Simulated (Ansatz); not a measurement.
The same path of CH₄N₂OSi (9 atoms, charge 0, multiplicity 1) was run twice with different band settings. Lost on the way: N1–H7. Made: N3–H7.

The calculation used Ansatz, RKS PBE0-D4/def2-SVP.

Relaxed end points:

```xyz
9
Properties=species:S:1:pos:R:3
N 0.458 0.615 1.527
Si -0.124 -0.417 0.322
N 0.876 -0.707 -1.113
C -0.115 -0.183 -1.741
O -1.135 0.261 -0.967
H 0.124 0.591 2.482
H 1.062 1.405 1.336
H -0.826 -1.549 0.970
H -0.230 -0.065 -2.831
```

```xyz
9
Properties=species:S:1:pos:R:3
N -0.170 0.846 1.904
Si -0.231 -0.296 0.795
N 0.923 -0.019 -0.637
C -0.089 0.099 -1.457
O -1.205 -0.015 -0.868
H -0.601 0.765 2.818
H 1.899 0.083 -0.883
H -0.417 -1.775 0.856
H -0.020 0.266 -2.544
```

Common settings: movable images 7; climbing image yes; spring 5.0 eV/Å²; optimiser quadratic models (default); force threshold 0.05 eV/Å; iteration limit 60; end points relaxed.

| run | start path |
| --- | --- |
| 1 | through a guess of the saddle point |
| 2 | straight line |

Task: What does each run give, and how far can it be trusted?

Result: Run 1: converged after 14 iterations, highest image 2.489 eV above the first end. Neighbouring images differ by up to 1.5 eV, so the band resolves the path poorly. A vibrational analysis at the climbing image gives one clearly imaginary mode, 1438i cm⁻¹: a first-order saddle point.
Run 2: converged after 17 iterations, highest image 2.489 eV above the first end. Neighbouring images differ by up to 1.5 eV, so the band resolves the path poorly. Another band between the same ends (7 images) ends at a top of the same energy, where a vibrational analysis finds 1 clearly imaginary mode.
The orbitals stay closed-shell, which can raise the energy where a bond breaks towards radicals; this wasn't checked here.
